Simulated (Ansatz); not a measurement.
Kohn–Sham single points on C2H9PSi2 (`[SiH3][Si]1(P)CC1`).

```yaml
crystal:
  periodic: [false, false, false]
  atoms:
    - {symbol: Si, position_ang: [-1.879464, 1.279757, 0.284768]}
    - {symbol: Si, position_ang: [0.181687, 0.229835, 0.121425]}
    - {symbol: P, position_ang: [1.953899, 1.287065, 1.011675]}
    - {symbol: C, position_ang: [0.202771, -1.611557, -0.149218]}
    - {symbol: C, position_ang: [0.494367, -0.785741, -1.407886]}
    - {symbol: H, position_ang: [-2.877476, 0.445819, -0.438785]}
    - {symbol: H, position_ang: [-2.307216, 1.417296, 1.703304]}
    - {symbol: H, position_ang: [-1.844216, 2.635848, -0.325223]}
    - {symbol: H, position_ang: [2.824073, 0.195208, 0.746890]}
    - {symbol: H, position_ang: [1.689448, 0.866291, 2.343332]}
    - {symbol: H, position_ang: [1.030856, -2.182483, 0.258471]}
    - {symbol: H, position_ang: [-0.734731, -2.158229, -0.132216]}
    - {symbol: H, position_ang: [-0.254297, -0.810397, -2.192768]}
    - {symbol: H, position_ang: [1.507198, -0.837911, -1.795069]}
basis:
  gaussian: {orbitals: def2-TZVPP}
hamiltonian: {xc: {name: BLYP}, dispersion: d4}
output: {orbitals: {seedname: orbitals}}
```

```sh
$ ansatz run in.yaml --threads 4 --pin off --events-out ev --progress --plain --max-ram 10444MiB
```

It prints (some lines left out):

```
Functional definition: BLYP
1754 factors; their error is unknown
mean field evaluation 1: about -27245.9444 eV, gradient 8.4e1 eV
mean field evaluation 2: about -27126.5792 eV, gradient 1.8e2 eV
mean field evaluation 4: about -27262.8296 eV, gradient 1.9e1 eV
mean field evaluation 8: about -27263.7954 eV, gradient 2.3e-1 eV
mean field evaluation 16: about -27263.7324 eV, gradient 3.5e-4 eV
mean field -27263.73243186 eV, -1001.9236868492 hartree, gradient 8.4e-5 eV, S^2 0.000000; 0 other end points of the search recorded, 0 dependent functions left out
reference -27263.73288654 eV, -1001.9237035585 hartree; 32, 32 occupied and 282, 282 virtual orbitals, 1754 factors
Total energy: -27264.52865270 eV, -1001.9529474253 hartree
```

It took 1.6 s on 4 threads of an Intel Xeon 6975P-C on a shared host, with 0.53 GiB of host memory at the peak.

With the line `hamiltonian: {xc: {name: B2PLYP}}` (abridged; 5 s):

```
Functional definition: B2PLYP
mean field evaluation 16: about -27246.5259 eV, gradient 1.9e-4 eV
mean field -27246.52591321 eV, -1001.2913589519 hartree, gradient 2.2e-6 eV, S^2 0.000000
17 core orbitals not correlated: weight in the atoms' cores, before any rotation towards them, 1.000 or more for the frozen orbitals, at most 0.000 for the correlated occupied ones
second order -25.12637318 eV of doubles, -0.00000000 eV of singles
Total energy: -27253.31024726 eV, -1001.5406786297 hartree
```

With the line `hamiltonian: {xc: {name: B97M-V}}` (abridged; 5.5 s):

```
Functional definition: B97M-V
mean field evaluation 16: about -27259.4338 eV, gradient 7.6e-4 eV
mean field -27259.43384422 eV, -1001.7657166671 hartree, gradient 3.5e-5 eV, S^2 0.000000
Total energy: -27259.43392143 eV, -1001.7657195044 hartree
```

With the line `hamiltonian: {xc: {name: wB97M-V}}` and forces (abridged; 8.5 s):

```
Functional definition: wB97M-V
mean field evaluation 16: about -27262.2325 eV, gradient 9.0e-5 eV
mean field -27262.23250348 eV, -1001.8685654981 hartree, gradient 9.0e-5 eV, S^2 0.000000
Total energy: -27262.23256589 eV, -1001.8685677914 hartree
Atom 0 force    -0.124876     0.046793     0.005803 eV/Å
Atom 1 force    -0.034345    -0.040585    -0.031684 eV/Å
Atom 2 force     0.068832    -0.119031     0.098176 eV/Å
Atom 3 force    -0.046020    -0.098194     0.204314 eV/Å
Atom 4 force     0.040035     0.141042    -0.182023 eV/Å
Atom 5 force     0.115964     0.089627     0.078873 eV/Å
Atom 6 force     0.053401    -0.017365    -0.159471 eV/Å
Atom 7 force     0.002922    -0.156231     0.067477 eV/Å
Atom 8 force    -0.084436     0.084706     0.016228 eV/Å
Atom 9 force     0.012664     0.029455    -0.123670 eV/Å
Atom 10 force    -0.061516     0.036659    -0.046120 eV/Å
Atom 11 force     0.078098     0.034844    -0.016780 eV/Å
Atom 12 force     0.059123    -0.018329     0.059706 eV/Å
Atom 13 force    -0.079846    -0.013390     0.029171 eV/Å
Dipole moment:     0.001464    -0.133910     0.030511 e Å
```

The same input with `hamiltonian: {xc: pbe0, dispersion: d4}` (abridged; 2.8 s):

```
Functional definition: PBE0
mean field evaluation 16: about -27252.7588 eV, gradient 1.1e-4 eV
mean field -27252.75879773 eV, -1001.5204132333 hartree, gradient 2.9e-5 eV, S^2 0.000000
Total energy: -27253.08122760 eV, -1001.5322623123 hartree
```

Changing it to `hamiltonian: {xc: hse06, dispersion: d4}` (abridged; 3 s):

```
Functional definition: HSE06
mean field evaluation 16: about -27252.0603 eV, gradient 4.7e-4 eV
mean field -27252.06027503 eV, -1001.4947429973 hartree, gradient 6.4e-5 eV, S^2 0.000000
Total energy: -27252.36430839 eV, -1001.5059160174 hartree
```

HSE06 is the plane-wave form, built on full-range PBE exchange.
